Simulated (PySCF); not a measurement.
Input for PySCF:
```python
from pyscf import gto, scf, dft

mol = gto.Mole()
mol.atom = '''
    Ge    0.189616    0.144657    0.116875
    Cl   -0.810130    2.365751   -0.060661
    Cl    2.014102   -1.478772    0.115746
    Cl   -1.559837   -1.163322   -0.380225
    H    -0.017991    0.068799    1.787391
'''
mol.basis = 'cc-pvdz'
mol.charge = -1
mol.spin = 1
mol.verbose = 4
mol.build()

mf = dft.UKS(mol)
mf.xc = 'm062x'
mf.kernel()
```

Problem. What does this run give for the <S^2>, HOMO energy, number of basis functions, nuclear repulsion energy, Mulliken (on the basis functions themselves) charges in atom order?

Solution. 
```
Item                                                                                                             Result
------------------------------------------------------------------  ---------------------------------------------------
<S^2>                                                                                                             0.754
HOMO energy                                                                                                    -2.64 eV
number of basis functions                                                                                            86
nuclear repulsion energy                                                                                    499.7486 Eh
Mulliken (on the basis functions themselves) charges in atom order  Ge1 0.57, Cl2 -0.52, Cl3 -0.52, Cl4 -0.41, H5 -0.11
```

These values belong to the state on which the SCF converged, which isn't shown to be the lowest.

Problem. Roughly what does it cost on one core?

Solution. very roughly 17 core-seconds.
